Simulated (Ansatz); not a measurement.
```yaml
crystal:
  periodic: [false, false, false]
  atoms:
    - {symbol: C, position_ang: [-1.874078, 0.704505, 1.749886]}
    - {symbol: O, position_ang: [-1.306122, -0.276945, 0.928839]}
    - {symbol: C, position_ang: [-0.185502, 0.198165, 0.225647]}
    - {symbol: C, position_ang: [0.368926, -0.911978, -0.634800]}
    - {symbol: Si, position_ang: [1.875032, -0.413950, -1.637961]}
    - {symbol: H, position_ang: [-2.216872, 1.570985, 1.166521]}
    - {symbol: H, position_ang: [-1.161221, 1.060217, 2.507460]}
    - {symbol: H, position_ang: [-2.731057, 0.257707, 2.254338]}
    - {symbol: H, position_ang: [0.627055, 0.605077, 1.236858]}
    - {symbol: H, position_ang: [0.577055, 0.555077, 0.936858]}
    - {symbol: H, position_ang: [-0.408108, -1.262752, -1.321907]}
    - {symbol: H, position_ang: [0.636440, -1.764549, -0.001967]}
    - {symbol: H, position_ang: [1.547370, 0.712250, -2.554755]}
    - {symbol: H, position_ang: [2.348113, -1.565607, -2.450383]}
    - {symbol: H, position_ang: [2.981755, 0.023895, -0.743719]}
basis:
  gaussian: {orbitals: def2-TZVPD}
hamiltonian: {xc: {name: B97}}
output: {forces: true}
```

```sh
$ ansatz run in.yaml --threads 4 --pin off --events-out ev --progress --plain --max-ram 10444MiB
```

Shortened log:

```
Functional definition: B97
1505 factors; their error is unknown
mean field evaluation 1: about -13171.3097 eV, gradient 5.8e1 eV
mean field evaluation 2: about -13166.7408 eV, gradient 7.0e1 eV
mean field evaluation 4: about -13179.2535 eV, gradient 5.3e0 eV
mean field evaluation 8: about -13179.2823 eV, gradient 5.3e-1 eV
mean field evaluation 16: about -13179.2827 eV, gradient 5.3e-5 eV
mean field -13179.28274360 eV, -484.3297075887 hartree, gradient 1.0e-5 eV, S^2 0.000000; 0 other end points of the search recorded, 0 dependent functions left out
reference -13179.28278318 eV, -484.3297090430 hartree; 25, 25 occupied and 259, 259 virtual orbitals, 1505 factors
Total energy: -13179.28278318 eV, -484.3297090430 hartree
Atom 0 at    -1.874078     0.704505     1.749886 Å, force    -0.634851     0.551864    -0.032110 eV/Å
Atom 1 at    -1.306122    -0.276945     0.928839 Å, force     1.852115    -0.186179     0.149584 eV/Å
Atom 2 at    -0.185502     0.198165     0.225647 Å, force    -6.618809    -0.443019    -5.571983 eV/Å
Atom 3 at     0.368926    -0.911978    -0.634800 Å, force     1.021201    -0.237703     1.394614 eV/Å
Atom 4 at     1.875032    -0.413950    -1.637961 Å, force     0.064979     0.311237    -0.303750 eV/Å
Atom 5 at    -2.216872     1.570985     1.166521 Å, force     0.126854    -0.056217    -0.004071 eV/Å
Atom 6 at    -1.161221     1.060217     2.507460 Å, force     0.059085    -0.034938     0.095873 eV/Å
Atom 7 at    -2.731057     0.257707     2.254338 Å, force     0.004406    -0.071318     0.092263 eV/Å
Atom 8 at     0.627055     0.605077     1.236858 Å, force    18.202885    16.423965   105.706355 eV/Å
Atom 9 at     0.577055     0.555077     0.936858 Å, force   -13.973129   -15.851712  -101.698909 eV/Å
Atom 10 at    -0.408108    -1.262752    -1.321907 Å, force    -0.175583     0.367489     0.214361 eV/Å
Atom 11 at     0.636440    -1.764549    -0.001967 Å, force     0.019992    -0.642538    -0.169570 eV/Å
Atom 12 at     1.547370     0.712250    -2.554755 Å, force     0.036486    -0.073451     0.034344 eV/Å
Atom 13 at     2.348113    -1.565607    -2.450383 Å, force     0.017274    -0.034581     0.051280 eV/Å
Atom 14 at     2.981755     0.023895    -0.743719 Å, force    -0.002908    -0.022899     0.041719 eV/Å
Dipole moment:     0.045714    -0.033415     0.377610 e Å
```

(1) Something in this input is off. What?

Answers

(1) One atom was put on top of another. The calculation finished and met its thresholds. The result belongs to that input, not to the molecule as meant.
